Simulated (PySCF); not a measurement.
A calculated (r2SCAN, PySCF 2.14, x2c-QZVPPall, the spin-free X2C one-electron Hamiltonian (Gaussian nucleus)) atom or ion has these occupied shells.

```json
{"shell": "1s α", "electrons": "1", "orbital energy (eV)": "-15052.9", "rms radius, mean of both spins (bohr)": "0.0464"}
{"shell": "1s β", "electrons": "1", "orbital energy (eV)": "-15052.9", "rms radius, mean of both spins (bohr)": "0.0464"}
{"shell": "2s α", "electrons": "1", "orbital energy (eV)": "-2022.6", "rms radius, mean of both spins (bohr)": "0.193"}
{"shell": "2s β", "electrons": "1", "orbital energy (eV)": "-2022.6", "rms radius, mean of both spins (bohr)": "0.193"}
{"shell": "2p α", "electrons": "3", "orbital energy (eV)": "-1791.1", "rms radius, mean of both spins (bohr)": "0.171"}
{"shell": "2p β", "electrons": "3", "orbital energy (eV)": "-1791.1", "rms radius, mean of both spins (bohr)": "0.171"}
{"shell": "3s α", "electrons": "1", "orbital energy (eV)": "-306.00", "rms radius, mean of both spins (bohr)": "0.546"}
{"shell": "3s β", "electrons": "1", "orbital energy (eV)": "-306.00", "rms radius, mean of both spins (bohr)": "0.546"}
{"shell": "3p α", "electrons": "3", "orbital energy (eV)": "-230.86", "rms radius, mean of both spins (bohr)": "0.560"}
{"shell": "3p β", "electrons": "3", "orbital energy (eV)": "-230.85", "rms radius, mean of both spins (bohr)": "0.560"}
{"shell": "3d α", "electrons": "5", "orbital energy (eV)": "-107.02", "rms radius, mean of both spins (bohr)": "0.581"}
{"shell": "3d β", "electrons": "5", "orbital energy (eV)": "-107.01", "rms radius, mean of both spins (bohr)": "0.581"}
{"shell": "4s α", "electrons": "1", "orbital energy (eV)": "-34.320", "rms radius, mean of both spins (bohr)": "1.56"}
{"shell": "4s β", "electrons": "1", "orbital energy (eV)": "-34.294", "rms radius, mean of both spins (bohr)": "1.56"}
{"shell": "4p α", "electrons": "3", "orbital energy (eV)": "-17.804", "rms radius, mean of both spins (bohr)": "1.84"}
{"shell": "4p β", "electrons": "3", "orbital energy (eV)": "-17.794", "rms radius, mean of both spins (bohr)": "1.84"}
{"shell": "5p α", "electrons": "1", "orbital energy (eV)": "-1.540", "rms radius, mean of both spins (bohr)": "7.45"}
```

(1) Name the element and its charge.

## Answers

(1) Rb (rubidium, neutral), in [Kr] 5p1, 2P determinant (an excited configuration).
